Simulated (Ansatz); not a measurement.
Hg₃O₂, relaxed as a singlet with RKS PBE-D4/def2-SVP in Ansatz, starting from the GFN1-xTB geometry. Force threshold 0.02 eV/Å.

In the def2 sets Hg takes a core potential; there is no spin–orbit coupling. The structure holds one bond between oxygen atoms, so isomers without such links may lie far lower. The restricted singlet is unstable towards broken spin symmetry in Hartree–Fock (as tested in another run); at PBE-D4/def2-SVP this wasn't settled. An occupied level lies above an empty one. The structure comes from a short search, and lower isomers may exist.

Start:

```xyz
5

Hg    0.905    2.107   -1.379
Hg   -0.440   -2.211   -1.435
Hg    1.274   -0.393   -0.115
O    -1.117    0.320    2.054
O    -0.622    0.178    0.875
```

(1) Estimate the energy that the relaxation releases and the steps that it takes.

(2) Does the start keep its bonding and symmetry?

(3) Predict the relaxed structure.

Answers

(1) 57.4 kJ/mol, in 8 steps; 36 s on 4 threads of Intel Xeon on a shared host. No frequencies were taken in this run, so the end may be a saddle point.

(2) Bonds lost: Hg1–Hg3, Hg2–Hg3, Hg3–O5 (atoms count from 1). Point group Cs at the start, Cs at the end, both within 0.05 Å.

(3) 
```xyz
5

Hg    0.508    1.862   -1.627
Hg   -0.625   -1.779   -1.674
Hg    1.872   -0.587    0.418
O    -1.171    0.337    1.981
O    -0.583    0.167    0.902
```
Bond lengths (bridged metal pairs left out): 1 × O–O 1.24 Å.
